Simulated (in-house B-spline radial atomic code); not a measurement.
Configurations of N⁵⁺, with energies counted from 1s2. Level of theory: Dirac-Hartree-Fock, average of configuration, Fermi nucleus of rms radius 2.5582 fm; calculated with a radial B-spline atomic code at the basis-set limit. Energies include first-order Breit, QED and recoil terms.

```json
{"configuration": "1s1 4p1", "E - E(ref) (eV)": "519.95", "highest orbital": "4p3/2", "its <r> (bohr)": "3.801"}
{"configuration": "1s1 4d1", "E - E(ref) (eV)": "520.19", "highest orbital": "4d5/2", "its <r> (bohr)": "3.498"}
{"configuration": "1s1 4f1", "E - E(ref) (eV)": "520.2", "highest orbital": "4f7/2", "its <r> (bohr)": "3"}
{"configuration": "1s1 5p1", "E - E(ref) (eV)": "531.1", "highest orbital": "5p3/2", "its <r> (bohr)": "6.043"}
{"configuration": "1s1 5d1", "E - E(ref) (eV)": "531.22", "highest orbital": "5d5/2", "its <r> (bohr)": "5.747"}
```
